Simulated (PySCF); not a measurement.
A calculated (M06-2X, PySCF 2.14, Sapporo-DKH3-DZP-2012, the spin-free X2C one-electron Hamiltonian (Gaussian nucleus)) atom or ion has these occupied shells.

| shell | electrons | orbital energy (eV) | rms radius, mean of both spins (bohr) |
| --- | --- | --- | --- |
| 1s α | 1 | -14282.7 | 0.0478 |
| 1s β | 1 | -14282.6 | 0.0478 |
| 2s α | 1 | -1919.7 | 0.199 |
| 2s β | 1 | -1919.6 | 0.199 |
| 2p α | 3 | -1701.3 | 0.177 |
| 2p β | 3 | -1701.2 | 0.177 |
| 3s α | 1 | -293.38 | 0.569 |
| 3s β | 1 | -293.21 | 0.569 |
| 3p α | 3 | -223.15 | 0.583 |
| 3p β | 3 | -222.93 | 0.583 |
| 3d α | 5 | -104.62 | 0.611 |
| 3d β | 5 | -104.47 | 0.611 |
| 4s α | 1 | -39.262 | 1.66 |
| 4s β | 1 | -37.180 | 1.66 |
| 4p α | 3 | -23.011 | 1.97 |
| 4p β | 2 | -21.983 | 1.97 |

Problem. Name the element and its charge.

Solution. Kr⁺ (krypton, charge +1), in [Ar] 3d10 4s2 4p5, 2P determinant.
